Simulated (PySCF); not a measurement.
# Electronic structure of B⁺ (boron, charge +1) at the B3LYP level

Configuration: [He] 2s2, closed-shell 1S. Calculation: PySCF 2.14, in 6-31G*; the non-relativistic Hamiltonian (point nucleus).

```json
{"Total energy": "-24.3399 hartree", "One-electron energy": "-30.3603 hartree", "Hartree (Coulomb) energy": "9.6156 hartree", "Exchange-correlation energy": "-3.5951 hartree", "Kinetic energy": "24.19678 hartree", "⟨S²⟩": "0.0000", "⟨L²⟩": "0.000", "Sum of ⟨r⟩": "4.230 bohr", "Sum of ⟨r²⟩": "7.855 bohr²", "Density at the nucleus (Gaussians lack the cusp)": "68.0 bohr⁻³", "Langevin diamagnetic susceptibility": "-6.22 ×10⁻⁶ cm³/mol", "Time after the integrals": "0.05 s of wall time on 1 thread of Neoverse-V1 (shared host)"}
```

```
shell  electrons  mean orbital energy (eV)  rms radius, mean of both spins (bohr)
   1s          2                   -200.08                                  0.382
   2s          2                   -20.597                                   1.94
```
